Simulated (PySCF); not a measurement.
Species: C6H10NSi (doublet state).
SMILES with atom numbers: `[CH3:1][n:2]1[cH:3][cH:4][c:5]([CH:6][SiH3:7])[cH:8]1` (hydrogens: H9, H10, H11 on C1; H12 on C3; H13 on C4; H14 on C6; H15, H16, H17 on Si7; H18 on C8)

Geometry (GFN2-xTB, Å), atoms numbered from 1 in this order:
```xyz
18
C6H10NSi angstrom
C     -3.1432   -0.0519   -0.0917
N     -1.7202    0.1046   -0.0182
C     -1.0697    1.0816    0.6854
C      0.2717    0.8997    0.5662
C      0.4829   -0.2586   -0.2528
C      1.6995   -0.8144   -0.6407
Si     3.3647   -0.1462   -0.1744
C     -0.8038   -0.7128   -0.5825
H     -3.4166   -0.5249   -1.0348
H     -3.5127   -0.6748    0.7291
H     -3.6267    0.9232   -0.0302
H     -1.6230    1.8338    1.2148
H      1.0441    1.5028    0.9980
H      1.6368   -1.6971   -1.2633
H      3.5680    1.2175   -0.6877
H      4.3870   -1.0268   -0.7466
H      3.5461   -0.0941    1.2843
H     -1.0937   -1.5552   -1.1797
```

The hyperfine couplings belong to this conformer and change with its torsions.

Computed with UKS B3LYP, pcH-1 on C H N Si, non-relativistic, mean-field spin-orbit, GIAO in PySCF. The structure is a single GFN2-xTB conformer in the gas phase; no vibrational or solvent corrections. A GFN2-xTB geometry isn't a minimum of the functional, and hyperfine couplings can be far from their values at a DFT geometry. Stability of the SCF solution: not tested.

Largest spin populations (Mulliken): C6 (+0.74), C8 (+0.31), C5 (-0.16) and C4 (+0.11). The positive populations add up to 1.27 and the negative ones to -0.27, together 2S = 1. The angles at C6 add up to 360.0°, so it is planar; its axial dipolar tensor and the negative coupling of its proton fit spin in a p orbital normal to that plane.

Question: McConnell's relation a(H) = Q·ρ ties the coupling of a proton on a planar π carbon to the spin population of that carbon. What Q do the computed values give?

Answer: 
| H | C | ρ(C) | a(H) (G) | a/ρ (G) |
| --- | --- | --- | --- | --- |
| H13 | C4 | +0.107 | -2.55 | -23.8 |
| H14 | C6 | +0.739 | -14.77 | -20.0 |
| H18 | C8 | +0.312 | -7.59 | -24.3 |

A least-squares line through the origin gives Q = -20.7 G with Mulliken populations.

Question: Leave H14 and its like out of the fit. How well does the relation then predict its coupling?

Answer: The other protons give Q = -24.2 G, so a = -24.2 × 0.739 = -17.92 G, against the computed -14.77 G.

Couplings in gauss use g_iso = 2.0026.
